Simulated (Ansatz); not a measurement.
BH2(nPr) (C₃H₉B), relaxed as a singlet with RKS PBE-D4/def2-SVP in Ansatz, starting from the GFN2-xTB geometry. Force threshold 0.02 eV/Å.

Start:

Cartesian coordinates in Å:
```
B 1.2292 1.6889 -0.3300
H 2.1631 1.6020 -1.0284
H 0.6745 2.7152 -0.2408
C 0.6728 0.4273 0.4270
C -0.4572 -0.1996 -0.4165
C -1.0517 -1.4265 0.2645
H 0.2482 0.6791 1.4013
H 1.4285 -0.3431 0.5916
H -0.0628 -0.4831 -1.3947
H -1.2420 0.5422 -0.5788
H -1.4747 -1.1604 1.2309
H -1.8406 -1.8575 -0.3488
H -0.2872 -2.1844 0.4227
```

Estimate the energy that the relaxation releases and the steps that it takes.

0.12 eV, in 5 steps; 4.4 s on 4 threads of Arm Neoverse V2 on a shared host. No frequencies were taken in this run, so the end may be a saddle point.

Does the start keep its bonding?

By distances, no bond broke or formed. The bond that changes most is B1–H2, from 1.17 to 1.22 Å (atoms count from 1).

Predict the relaxed structure.


```xyz
13

B     1.222    1.673   -0.328
H     2.169    1.588   -1.092
H     0.635    2.741   -0.264
C     0.695    0.431    0.463
C    -0.442   -0.193   -0.399
C    -1.062   -1.433    0.251
H     0.262    0.710    1.448
H     1.473   -0.343    0.633
H    -0.048   -0.464   -1.404
H    -1.235    0.565   -0.580
H    -1.500   -1.189    1.241
H    -1.868   -1.861   -0.380
H    -0.301   -2.226    0.410
```
Bond lengths: 2 × C–C 1.53 to 1.56 Å; 1 × B–C 1.56 Å; 7 × C–H 1.11 Å; 2 × B–H 1.22 Å.
